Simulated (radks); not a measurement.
Values are calculated unless marked as measured or tabulated.
How relativity changes the ionisation of neutral tungsten ([Xe] 4f14 5d4 6s2) to W+ ([Xe] 4f14 5d4 6s1). Spin-unpolarised spherical Kohn-Sham, PBE, point nucleus unless stated (finite: rms radius 5.3658 fm), a radial shooting solver on a logarithmic mesh with Libxc functionals. A level marked "c x" has the speed of light scaled by that factor and shares open shells by 2j + 1; other Dirac levels either fill j = l - 1/2 first or share by 2j + 1.

level                               E(W) (hartree)  E(W+) (hartree)  IE (eV)   HOMO  <r> HOMO (bohr)
non-rel.                               -15291.1683      -15290.8869    7.658     6s            3.525
scalar-rel.                            -16142.5136      -16142.1872    8.883     5d            2.074
scalar-rel., finite nucleus            -16139.9877      -16139.6614    8.880     5d            2.074
Dirac, 2j+1 shares                     -16165.8737      -16165.5471    8.889  5d5/2            2.118
Dirac, low j first                     -16165.9372      -16165.6151    8.766  5d3/2            2.042
Dirac, 2j+1 shares, finite nucleus     -16163.3243      -16162.9977    8.886  5d5/2            2.117
Dirac, c x 0.85                        -16591.8553      -16591.5031    9.586  5d5/2            2.187
Dirac, c x 1.5                         -15646.4560      -15646.1574    8.125  5d5/2            2.034
Dirac, c x 3                           -15375.8228      -15375.5374    7.765  6s1/2            3.489

NIST Atomic Spectra Database: 7.864 eV (measured). The relativistic part of the total energy of W is -872.2 hartree (Dirac, 2j+1 shares, finite nucleus), 5.7 % of the non-relativistic value. Spin polarisation and multiplet splitting of open shells are left out at every level.

Beside tabulated values, note that relativity, absent from the non-relativistic runs, is large for the heavy elements, and spin-unpolarised runs miss the spin-polarisation part of the exchange energy of open shells.
